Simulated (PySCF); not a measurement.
S₄, SMILES S=S(=S)=S. Atoms are numbered in the order given.

```xyz
4

S      0.0000     0.0000     0.0000
S      1.9003     0.0000     0.0000
S     -0.9501     1.6457     0.0000
S     -0.9501    -1.6457     0.0000
```

The structure is a stationary point at ωB97X-D3(BJ)/def2-SVP.

Level of theory: PBE0/pcSseg-2 run with PySCF.

GIAO shieldings, no solvent; atoms alike by connectivity are averaged. δ = σ(ref) − σ: ³³S against H2S (σ = 711.3 ppm), references at their B3LYP-D3(BJ)/def2-TZVP geometries, non-relativistic.

```tsv
nucleus	atoms	count	δ (ppm)
³³S	S2, S3, S4	3	1237.8
³³S	S1	1	889.1
```
